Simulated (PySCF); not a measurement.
Predicted microwave data (PBE0-D3(BJ)/def2-SVP geometry optimisation, gas phase (PySCF)) for one isomer of H9NSi3:

```
Rotational constants : A = 3054, B = 3033, C = 1608 MHz
Dipole components    : |μa| = 0.00 D, |μb| = 0.00 D, |μc| = 0.13 D
Inertial defect      : -17.80 u·Å²
κ                    : 0.97
```

Task: Which candidate fits, each taken in the one conformer that was computed?
A. `[SiH3:1][NH:2][SiH2:3][SiH3:4]` with Si1–N2–Si3–Si4 11°
B. `[SiH3]N([SiH3])[SiH3]`

Result: B. It is [SiH3]N([SiH3])[SiH3]. The candidates at the same level (rigid rotor, commonest isotopes):

```tsv
SMILES	A (MHz)	B (MHz)	C (MHz)	μa (D)	μb (D)	μc (D)	Δ (u·Å²)	point group	rotor
[SiH3]N[SiH2][SiH3]	4668	1797	1360	0.78	0.73	0.10	-18.00	–	asymmetric top
[SiH3]N([SiH3])[SiH3]	3054	3033	1608	0.00	0.00	0.13	-17.80	–	–
```

`[SiH3]N[SiH2][SiH3]` has A 53 % too high. No structure here is proved a minimum.
